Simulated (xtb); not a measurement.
SnHCl₂Br, SMILES [Cl][SnH]([Cl])[Br]. All values are semi-empirical tight-binding results from xtb (GFN2-xTB unless named), good for trends rather than for accurate numbers. Coordinates come from a GFN2-xTB optimisation. The structure was generated by enumeration; whether it is a known compound was not checked.

For metal compounds this method's bond lengths and energies can be far off.

Task: Estimate the properties. (Estimate from the structure and the level; the computed values follow.)

Result: 
```yaml
point_group_as_xtb_finds_it: Cs
orbital_gap: 2.64 eV
zero_point_energy: 4.6 kcal/mol
G − E(el) at 298.15 K (modified RRHO): -17.2 kcal/mol
```
